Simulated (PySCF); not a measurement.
Be(Cl)(SMe) (CH3BeClS), SMILES C[S][Be][Cl].

Geometry: B3LYP-D3(BJ)/def2-SVP. One conformer was computed; it need not be the lowest.

These are HF/def2-TZVPD in PySCF values and carry that method's errors.

Isolated molecule, no solvent.

```json
{
 "total_energy": "-911.43929 hartree",
 "point_group": "Cs",
 "highest_occupied_level": "-9.98 eV",
 "lowest_empty_level": "1.15 eV",
 "orbital_gap": "11.13 eV",
 "dipole_moment": "0.380 e·Å",
 "quadrupole, principal values (traceless, Buckingham form, about the centre of nuclear charge)": "-7.83, 0.74, 7.09 D·Å",
 "mean_static_polarisability": "59.6 bohr³ (8.83 Å³)",
 "polarisability_principal_values": "49.7, 57.0, 71.9 bohr³"
}
```
